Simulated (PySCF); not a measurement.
## C₆ coefficients of unlike pairs at PBE

Calculated with PySCF 2.14 from the dipole response of each species, C₆(A,B) = (3/π) ∫ α_A(iu) α_B(iu) du, in atomic units, from isotropic polarisabilities. For ions this is the dispersion term alone; charge-induced terms of lower order in 1/R come first.

| species | configuration | basis | relativity | α (bohr³) | C₆ (like pair) |
| --- | --- | --- | --- | --- | --- |
| Os | [Xe] 4f14 5d6 6s2 (5D) | aug-cc-pVDZ-PP with ECP60MDF (5s5p4d2f) | core potential | 53.42 | 581.0 |
| Kr | [Kr] (1S) | aug-cc-pwCVDZ-PP with ECP10MDF (6s5p4d1f) | core potential | 16.56 | 130.1 |
| As | [Ar] 3d10 4s2 4p3 (4S) | dyall-av3z (24s17p11d2f) | spin-free X2C | 33.24 | 282.5 |
| Ar⁺ | [Ne] 3s2 3p5 (2P) | aug-cc-pwCVTZ (8s7p5d3f) | none | 7.057 | 32.03 |

Task: Estimate C₆ for Ar⁺ with Os.

Result: The integral gives 124.1. The combination rule 2 C_A C_B / (C_A α_B/α_A + C_B α_A/α_B) gives 116.6 and the geometric mean 136.4.

No spin-orbit coupling is included.

The other pairs:

```csv
pair,C₆
"As, Os",403.2
"Kr, Os",261.2
"Ar⁺, As",87.58
"As, Kr",184.5
"Ar⁺, Kr",64.01
```
